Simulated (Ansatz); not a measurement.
In7Sb8H24⁺, a nanocrystal cut from zinc blende InSb (hydrogen-capped). The state is a singlet with charge 1. Geometry PBE-D4/def2-SVP, basis def2-SVP, Ansatz.

```csv
run,HOMO (eV),LUMO (eV)
A,-8.62,-5.29
B,-8.39,-5.43
C,-9.98,-4.02
D,-8.35,-5.34
E,-11.16,-3.08
F,-9.26,-4.79
```

In the def2 sets In, Sb take a core potential; there is no spin–orbit coupling. Single mean-field runs in def2-SVP are fitted with def2-universal-jkfit.

Task: The runs used BHLYP, PBE, PBE0, r2SCAN, revPBE, ωB97X-V. Estimate which is which.

Result: A r2SCAN (0 % exact exchange); B PBE (0 % exact exchange); C BHLYP (50 % exact exchange); D revPBE (0 % exact exchange); E ωB97X-V (range-separated); F PBE0 (25 % exact exchange). Exact exchange lowers occupied and raises empty levels; among semilocal functionals meta-GGAs tend to open the gap a little, and such runs are hard to tell apart. The gap grows from 2.97 eV (PBE) to 8.07 eV (ωB97X-V).
